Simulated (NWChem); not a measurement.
Species: CH₃CdClO; SMILES C[O][Cd][Cl]

```xyz
7

Cd     0.0950    -0.0495     0.0000
Cl    -0.1486    -2.3131     0.0000
O      0.4568     1.8824     0.0000
C     -0.5390     2.8558     0.0000
H     -1.1983     2.8254     0.8920
H     -0.0579     3.8518     0.0000
H     -1.1983     2.8254    -0.8920
```
Atoms are numbered in this order, from 1.

Results from NWChem. Coordinates come from a PBE0/def2-SVP optimisation. No frequency run checked for a minimum. def2 effective core potentials on Cd; no spin-orbit coupling. Ions are spin-unrestricted doublets at the neutral geometry; other ion states weren't tried.

Question: Predict the results for PBE0/def2-SVP. Quantities: vertical ionisation energy, ΔSCF (eV); −ε(HOMO) (eV).

Answer: 
| Quantity | Value |
|---|---|
| vertical ionisation energy, ΔSCF (eV) | 9.46 |
| −ε(HOMO) (eV) | 7.29 |
